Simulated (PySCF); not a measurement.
A structure optimised at PBE0-D3(BJ)/def2-SVP, used in a PySCF frequency run:

```
B
O 1 1.3557
H 2 0.9617 1 112.32
N 1 1.4321 2 116.05 3 180.00
C 4 1.1930 2 146.82 3 180.00
O 5 1.1693 2 158.58 3 180.00
C 1 1.5744 2 124.28 3 0.00
H 7 1.1005 1 114.38 2 0.00
H 7 1.1023 8 108.18 1 -122.81
H 7 1.1023 8 108.18 9 -114.38
```
Charge 0, spin multiplicity 1.

Q: Write its SMILES, formula and point group.

A: CB(O)N=C=O, C₂H₄BNO₂, Cs

Q: What are its rotational constants (standard atomic weights)?

A: 8.6766, 1.8731, 1.5554 GHz
